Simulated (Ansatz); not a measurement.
Ansatz results at the PBE0-D4/def2-TZVP geometry: LUMO energy (PBE0/def2-TZVPP) -3.23 eV; LUMO energy (ωB97M-V/def2-TZVPP) -1.43 eV; ideal-gas entropy at 298 K and 1 bar (rigid rotor, harmonic PBE0-D4/def2-TZVP) 337 J/(mol·K).

Which molecule gave them?
A. `[CH3][Sc]([CH3])[CH3]`
B. `[NH2][Sc]([OH])[F]`
C. `[Cl][Sc]([Cl])[Cl]`
D. `[OH][Sc]([OH])[F]`

C. The others give `[CH3][Sc]([CH3])[CH3]`: -1.77, -0.36, 415; `[NH2][Sc]([OH])[F]`: -1.58, -0.13, 337; `[OH][Sc]([OH])[F]`: -1.74, -0.26, 335.
